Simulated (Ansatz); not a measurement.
`C=NC(F)[SiH2]N` + `N[SiH](O)S` → `N[SiH2]S[SiH](N)O` + `C=NCF`  (ligand exchange at the Si–C bond)

Program: Ansatz. Geometries: PBE0-D4/def2-TZVP. ΔE: electronic, gas phase. CCSD(T)/CBS is the MP2 limit (def2-TZVPP, def2-QZVPP) plus CCSD(T) − MP2 in def2-TZVPP, frozen cores. One conformer a species, not always the lowest.

```
            species  SCS-MP2/def2-QZVPP energy (Eh)
   `C=NC(F)[SiH2]N`                      -578.43038
       `N[SiH](O)S`                      -819.74098
`N[SiH2]S[SiH](N)O`                     -1165.34729
            `C=NCF`                      -232.86222
```

Work out ΔE.

ΔE = (-1165.34729) + (-232.86222) − (-578.43038) − (-819.74098) = -0.03815 Eh = -1.04 eV. CCSD(T)/CBS gives -1.04 eV.

Largest T1 diagnostic among the species: 0.013.

From PBE to PBE0 (25 % exact exchange), in def2-TZVPP and without D4, ΔE moves by −0.04 eV. In def2-TZVPP, CCSD(T) changes the Hartree–Fock value by −0.08 eV (the triples alone add −0.03 eV) and MP2 by −0.14 eV. The D4 term adds −0.07 eV with B3LYP and −0.03 eV with PBE0; it sums over pairs of atoms, weighted by their polarisabilities, and B3LYP, whose exchange is more repulsive, gets the larger term.

B3LYP here is the variant with VWN-RPA as its local correlation; programs differ in this.
